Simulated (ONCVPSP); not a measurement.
## Cs, ONCV: configuration errors across variants

ONCVPSP 4.0.1 input, shortened (lines: element, Z, core and valence counts, functional; n l f; lmax; l rc ep ncon nbas qcut; lloc lpopt rc5 dvloc0; l nproj debl; icmod fcfact rcfact), PBEsol, scalar-relativistic:

```
  Cs 55.00    9    3  -116133      upf
    1    0    2.00
    2    0    2.00
    2    1    6.00
    3    0    2.00
    3    1    6.00
    3    2   10.00
    4    0    2.00
    4    1    6.00
    4    2   10.00
    5    0    2.00
    5    1    6.00
    6    0    1.00
    2
    0    3.20    0.00    4    8    4.00
    1    2.20    0.00    5    9    3.10
    2    2.45    0.14    4    8    4.40
    4    5    1.50    4.00
    0    2    2.00
    1    2    3.80
    2    2    0.40
    3    1.75    1.40
```

In the d channel the program set the typed energies aside and used 0.050, 0.450 Ha.

All-electron excitation energies from the reference (eV): (1) 5s2 5p6 6s0 3.792; (2) 5s2 5p6 6s0.5 1.457; (3) 5s2 5p6 6s0 6p1 1.352; (4) 5s1 5p6 6s1 31.739.

1 further variants failed, have other tests or another functional or relativity, and are left out.

A true bound ghost makes a file unfit for plane-wave use even where its test errors are small: the radial tests pick states by their node count and pass the ghost by.

Errors AE − PS in meV (a dash: test not solved or not reliable):

| change | (1) | (2) | (3) | (4) | bound ghosts | GHOST(+) flags above zero |
| --- | --- | --- | --- | --- | --- | --- |
| base | -0.5 | -0.1 | +0.2 | -229 | none | s |
| d: nproj 3 | -0.5 | -0.1 | +0.2 | -229 | d | s, d |
| all radii but the core radius scaled by about 1.24 (s 3.98, p 2.74, d 3.04 bohr); local potential polynomial inside 1.86 bohr (lpopt 5, dvloc0 4 Ha) | -0.4 | -0.1 | +30 | -329 | none | s |
| d: qcut 5.8 | -0.5 | -0.1 | +0.2 | -229 | none | s |
| local potential polynomial inside 1.70 bohr (lpopt 5, dvloc0 2 Ha) | -0.5 | -0.1 | +0.2 | -229 | none | none |

**Question.** Give the same row for: p: qcut 4.

**Answer.** -0.5, -0.1, +0.2, -237; bound ghosts: none; GHOST(+) flags above zero: s.
